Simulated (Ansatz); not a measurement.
Basis-set series for C₈H₁₀S, SMILES `CSCc1ccccc1`. Charge 0, multiplicity 1. Geometry: relaxed with PBE0-D4/def2-TZVP. It is one conformer, not always the lowest.

| atom | x (Å) | y (Å) | z (Å) |
| --- | --- | --- | --- |
| C1 | -2.281 | -0.246 | 1.520 |
| S2 | -2.647 | 0.682 | 0.028 |
| C3 | -1.485 | -0.099 | -1.120 |
| C4 | -0.051 | 0.022 | -0.706 |
| C5 | 0.576 | 1.265 | -0.666 |
| C6 | 1.899 | 1.375 | -0.274 |
| C7 | 2.616 | 0.244 | 0.093 |
| C8 | 2.000 | -0.996 | 0.063 |
| C9 | 0.674 | -1.104 | -0.335 |
| H10 | -2.916 | 0.162 | 2.308 |
| H11 | -1.236 | -0.127 | 1.810 |
| H12 | -2.513 | -1.305 | 1.395 |
| H13 | -1.663 | 0.409 | -2.071 |
| H14 | -1.759 | -1.149 | -1.251 |
| H15 | 0.012 | 2.152 | -0.934 |
| H16 | 2.375 | 2.349 | -0.253 |
| H17 | 3.651 | 0.331 | 0.402 |
| H18 | 2.551 | -1.885 | 0.350 |
| H19 | 0.195 | -2.078 | -0.360 |

| functional | basis | functions | energy (Eh) | HOMO (eV) | LUMO (eV) |
| --- | --- | --- | --- | --- | --- |
| PBE0-D4 | def2-SVP | 180 | -708.22148 | -6.18 | -0.30 |
| PBE0-D4 | def2-QZVPP | 826 | -708.72009 | -6.30 | -0.49 |
| ωB97M-V | def2-SVP | 180 | -708.54294 | -8.37 | 1.77 |
| ωB97M-V | def2-QZVPP | 826 | -709.05550 | -8.51 | 1.43 |

(1) Give the rows for def2-TZVPP. (An estimate is asked.)

Answers

(1) Ansatz gave: 
```tsv
functional	basis	functions	energy (Eh)	HOMO (eV)	LUMO (eV)
PBE0-D4	def2-TZVPP	430	-708.69153	-6.27	-0.44
ωB97M-V	def2-TZVPP	430	-709.02843	-8.47	1.54
```

Positive LUMOs are unbound and depend on the basis.
